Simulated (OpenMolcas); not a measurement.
**AlGeNH4O (SMILES [NH2][GeH]1[O][AlH]1): methods side by side**

AlGeNH4O has 8 atoms, charge 0, and is taken as a singlet. SMILES: `[NH2][GeH]1[O][AlH]1`. The coordinates come from a PBE0-D4/def2-TZVP relaxation. This is one conformer, not always the lowest.

Quantity: the HOMO–LUMO gap, in eV. The values are calculated.

| level | kind | program | value (eV) |
| --- | --- | --- | --- |
| HF/6-31G* (spherical functions) | Hartree–Fock | OpenMolcas | 10.06 |
| PBE/6-31G* (spherical functions) | GGA | OpenMolcas | 3.14 |
| revPBE/6-31G* (spherical functions) | GGA | OpenMolcas | 3.17 |
| M06-L/6-31G* (spherical functions) | meta-GGA | OpenMolcas | 3.69 |
| r2SCAN/6-31G* (spherical functions) | meta-GGA | OpenMolcas | 3.61 |
| BHLYP/6-31G* (spherical functions) | global hybrid | OpenMolcas | 6.72 |
| B3LYP/6-31G* (Cartesian functions) | global hybrid | OpenMolcas | 4.60 |
| B2PLYP/6-31G* (spherical functions) | double hybrid | OpenMolcas | 6.90 |

All-electron rows without a relativistic Hamiltonian named are non-relativistic. The values span 3.14 to 10.06 eV. Orbital gaps aren't excitation energies, and those of double hybrids come from the SCF part alone; they tend to grow with the share of exact exchange.
